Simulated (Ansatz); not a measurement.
Geometry optimisation, RKS BLYP/def2-SVP (Ansatz 0.2.0).

Input:

```yaml
crystal:
  periodic: [false, false, false]
  atoms:
    - { symbol: Zr, position_ang: [0.0, 0.0, 0.0] }
    - { symbol: F, position_ang: [0.0, 0.0, 2.33] }
    - { symbol: Cl, position_ang: [2.3764, 0.0, -0.8392] }
    - { symbol: Cl, position_ang: [-1.1869, 2.0563, -0.8392] }
    - { symbol: Cl, position_ang: [-1.1869, -2.0563, -0.8392] }
    - { symbol: "N", position_ang: [-2.382, 0.0, 0.7915] }
    - { symbol: H, position_ang: [-3.102, -0.6071, 0.3052] }
    - { symbol: H, position_ang: [-2.6678, 0.6071, 1.612] }
    - { symbol: H, position_ang: [-1.3611, 0.0, 1.9863] }
basis:
  gaussian: { orbitals: def2-SVP }
hamiltonian:
  xc: blyp
relax:
  f_tol: 0.15
  max_steps: 25
  restrain:
    - { distance: [0, 5], at: 2.21, k: 30.0 }
    - { distance: [8, 1], at: 0.92, k: 30.0 }
    - { distance: [0, 1], at: 3.18, k: 30.0 }
    - { distance: [8, 5], at: 2.26, k: 30.0 }
output:
  orbitals: {}
```

Launched with:

```bash
$ ansatz run input.yaml --threads 4 --pin off --max-ram 5120MiB --backend cpu --events-out ev --progress --plain --runs-dir out
```

**Question.** Where does it end, and by what steps?

**Answer.** The forces met the threshold. The restraints hold the end off the free minimum; the threshold counts their pulls, which the force column leaves out. Restrained pairs: Zr1–N6 (2.51 → 2.16 Å), F2–H9 (1.40 → 0.94 Å), Zr1–F2 (2.33 → 3.17 Å), N6–H9 (1.57 → 2.25 Å). After 22 steps the energy has fallen by 2.778 eV (the restraints' own energy left out); Cl5 moved furthest, 1.86 Å.

```csv
step,energy less start (eV),largest force component (eV/Å),accepted
0,0.0000,2.852,yes
1,-0.0241,2.519,yes
2,-0.3043,2.614,yes
3,-0.9442,2.250,yes
4,-1.6845,1.362,yes
5,-2.0071,1.327,yes
6,-2.2355,1.080,yes
7,-2.4168,1.106,yes
8,-2.4705,1.263,yes
9,-2.4787,1.254,yes
10,-2.5183,1.181,yes
11,-2.5353,1.151,no
12,-2.5373,1.214,yes
13,-2.5583,1.247,yes
14,-2.5917,1.242,yes
15,-2.6471,1.261,yes
16,-2.6876,1.127,yes
17,-2.7123,0.997,yes
18,-2.7544,1.367,yes
19,-2.7746,1.330,yes
20,-2.7745,1.271,yes
21,-2.7448,1.202,no
22,-2.7775,1.264,yes
```

```xyz
9
Properties=species:S:1:pos:R:3
Zr -0.602 -0.074 -0.461
F -0.063 1.192 2.400
Cl 1.377 -1.217 0.154
Cl -0.495 2.218 -1.030
Cl -1.349 -1.125 -2.445
N -2.165 -0.435 0.986
H -2.361 -1.362 1.397
H -3.015 0.140 1.072
H -0.838 0.662 2.434
```

The run took 45 s on 4 threads of Arm Neoverse V2, with other jobs on the host, peak memory 0.21 GiB.
